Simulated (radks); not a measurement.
Question: The mean radii <r> (bohr) of the occupied orbitals of an atom or ion are listed with their occupations. Method: scalar-relativistic Kohn-Sham, LDA (Slater exchange, VWN5 correlation), spin-polarised, spherical densities, finite nucleus; Fermi nuclear charge, rms radius of each element as measured or else 0.836 A^(1/3) + 0.57 fm; computed with a radial shooting solver on a logarithmic mesh with Libxc functionals.

orbital  occ.      <r>
1s up       1  0.02725
1s down     1  0.02725
2s up       1   0.1172
2s down     1   0.1172
2p up       3   0.1025
2p down     3   0.1025
3s up       1   0.3134
3s down     1   0.3133
3p up       3   0.3110
3p down     3   0.3108
3d up       5   0.2865
3d down     5   0.2864
4s up       1   0.7008
4s down     1   0.7007
4p up       3   0.7323
4p down     3   0.7327
4d up       3   0.7798

Name the element and its charge. Open shells, if any, are filled with parallel spins first.

Answer: Z = 53, iodine, charge +14: I14+ in [Kr] 4d3. The 1s radius gives Z: for a bare nucleus <r> = (2 gamma + 1)/(2Z) with gamma = sqrt(1 - (Z/c)^2), 0.02683 bohr for Z = 53, and screening makes it slightly larger (0.02725 here). The occupations add up to 39, and the charge is Z minus that.
